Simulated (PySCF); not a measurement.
The numbers are results of TPSSh-D3(BJ)/def2-TZVP // CAM-B3LYP-D3(BJ)/def2-SVP (PySCF), not measurements. Isolated molecules, 0 K electronic values unless said otherwise. One relaxed conformer stands for a flexible species; it need not be the lowest. Excitations are Tamm–Dancoff values on a coarser integration grid. The basis has no diffuse functions, so Rydberg states are missing or too high.

Reference species (SMILES): `[Br][Sn]([O]C)([Br])[O]C` (C–O–Sn–Br torsion -174°, Br–Sn–O–C torsion 65°) (neutral, multiplicity 1).

```yaml
LUMO: -3.08 eV
T1 excitation (TDA): 3.65 eV
S1 oscillator strength: 0.006
```

Changed species: `C[O][Sn]([Br])([Br])[Br]` (C–O–Sn–Br torsion 61°) (1 of 4 Br replaced by OCH3; the reference has 2 of 4 Br replaced by OCH3).

**Question.** Predict the effect on the LUMO, T1 excitation (TDA) and S1 oscillator strength.

**Answer.** the LUMO drops by 0.49 eV, to -3.57 eV; the T1 excitation (TDA) falls by 0.25 eV, to 3.40 eV; the S1 oscillator strength stays essentially unchanged.
